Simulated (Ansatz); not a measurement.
`FB[Si](Cl)(Cl)Cl` + `O=CC(O)F` → `O=CC(F)BF` + `O[Si](Cl)(Cl)Cl`  (formal exchange of groups at a B–Si bond)

Gas-phase electronic energies from Ansatz, PBE0-D4/def2-TZVP geometries. CCSD(T)/CBS is the MP2 limit (def2-TZVPP, def2-QZVPP) plus CCSD(T) − MP2 in def2-TZVPP, frozen cores. Functionals use def2-TZVPP. B3LYP here is the variant with VWN-RPA as its local correlation; programs differ in this. One conformer a species, not always the lowest.

`FB[Si](Cl)(Cl)Cl`:

```xyz
7

F     1.699    0.633    1.323
B     0.522    0.861    0.788
Si   -0.306   -0.508   -0.465
Cl    0.872   -2.142   -0.763
Cl   -0.659    0.387   -2.267
Cl   -2.089   -1.116    0.325
H    -0.038    1.886    1.060
```

`O=CC(O)F`:

Cartesian coordinates in Å:
```
O 0.961 0.485 1.379
C 0.100 -0.227 0.947
C -0.387 -0.081 -0.492
O 0.194 0.970 -1.110
F -0.042 -1.290 -1.088
H -0.346 -1.047 1.538
H -1.477 -0.004 -0.563
H 0.996 1.194 -0.612
```

`O=CC(F)BF`:

Z-matrix (Å, degrees):
```
C
C 1 1.514
B 1 1.583 2 112.8
F 1 1.384 2 108.8 3 -123.8
H 1 1.100 2 106.8 3 119.1
O 2 1.195 1 124.0 3 -62.8
H 2 1.111 1 113.0 3 116.9
F 3 1.312 1 118.4 2 63.6
H 3 1.195 1 122.0 2 -116.7
```

`O[Si](Cl)(Cl)Cl`:

Z-matrix (Å, degrees):
```
Si
Cl 1 2.031
Cl 1 2.031 2 107.8
O 1 1.617 2 111.3 3 122.3
Cl 1 2.017 2 109.9 3 -119.8
H 4 0.960 1 118.4 2 -60.4
```

```json
{"level": "PBE-D4", "ΔE (kJ/mol)": "-149.7", "difference from CCSD(T)/CBS": "21.1"}
{"level": "r2SCAN-D4", "ΔE (kJ/mol)": "-169.8", "difference from CCSD(T)/CBS": "1.0"}
{"level": "PBE0-D4", "ΔE (kJ/mol)": "-158.7", "difference from CCSD(T)/CBS": "12.1"}
{"level": "B3LYP-D4", "ΔE (kJ/mol)": "-166.2", "difference from CCSD(T)/CBS": "4.6"}
{"level": "PBE", "ΔE (kJ/mol)": "-149.3", "difference from CCSD(T)/CBS": "21.5"}
{"level": "HF/def2-TZVPP", "ΔE (kJ/mol)": "-179.6", "difference from CCSD(T)/CBS": "-8.8"}
{"level": "CCSD/def2-TZVPP", "ΔE (kJ/mol)": "-170.3", "difference from CCSD(T)/CBS": "0.5"}
{"level": "CCSD(T)/def2-TZVPP", "ΔE (kJ/mol)": "-167.0", "difference from CCSD(T)/CBS": "3.8"}
{"level": "HF/def2-QZVPP", "ΔE (kJ/mol)": "-181.3", "difference from CCSD(T)/CBS": "-10.5"}
{"level": "MP2/CBS(def2)", "ΔE (kJ/mol)": "-181.2", "difference from CCSD(T)/CBS": "-10.4"}
{"level": "CCSD(T)/CBS", "ΔE (kJ/mol)": "-170.8", "difference from CCSD(T)/CBS": "0"}
```

Largest T1 diagnostic among the species: 0.015.

From PBE to PBE0 (25 % exact exchange), in def2-TZVPP and without D4, ΔE moves by −9.2 kJ/mol.
